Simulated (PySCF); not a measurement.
A structure optimised at PBE-D3(BJ)/def2-SVP, used in a PySCF frequency run:

```
As
F 1 1.7512
F 1 1.7512 2 96.52
F 1 1.7512 2 96.52 3 97.36
```
Charge 0, spin multiplicity 1.

Write its SMILES, formula and point group.

F[As](F)F, AsF3, C3v

What are its rotational constants (standard atomic weights)?

5.5872, 5.5872, 3.8949 GHz
